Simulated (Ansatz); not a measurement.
`N[Si](N)(O)Br` + ethylene → `C=C[Si](N)(N)Br` + H₂O  (formal exchange of groups at the Si–O bond)

Program: Ansatz. Geometries: PBE0-D4/def2-TZVP. ΔE: electronic, gas phase. CBS: MP2 limit from def2 TZ/QZ plus the TZ coupled-cluster correction, frozen cores. This one scheme is used for every species. Functionals use def2-TZVPP. For Br outer-core shells are correlated without core-valence functions, which leaves a few kJ/mol of doubt a bond. Scalar relativity is left out up to krypton. Each species was taken in one conformer, which may not be the lowest.

Is it downhill or uphill in electronic energy at CCSD(T)/CBS, and by how much? (An estimate is asked.)

Computed: Uphill: ΔE = +103.6 kJ/mol.

What do these levels give: PBE0-D4, ωB97M-V, B2PLYP, r2SCAN, MP2/def2-TZVPP, SCS-MP2/def2-TZVPP? (An estimate is asked.)

Ansatz gave: PBE0-D4 101.6, ωB97M-V 109.4, B2PLYP 113.8, r2SCAN 112.6, MP2/def2-TZVPP 103.9, SCS-MP2/def2-TZVPP 108.6 kJ/mol.

Largest T1 diagnostic among the species: 0.011.

In def2-TZVPP, CCSD(T) changes the Hartree–Fock value by −23.6 kJ/mol (the triples alone add −3.7 kJ/mol) and MP2 by −26.0 kJ/mol. The D4 term adds −8.9 kJ/mol with B3LYP and −5.3 kJ/mol with PBE0; it sums over pairs of atoms, weighted by their polarisabilities, and B3LYP, whose exchange is more repulsive, gets the larger term. From PBE to PBE0 (25 % exact exchange), in def2-TZVPP and without D4, ΔE moves by +3.3 kJ/mol.

B3LYP here is the variant with VWN-RPA as its local correlation; programs differ in this.
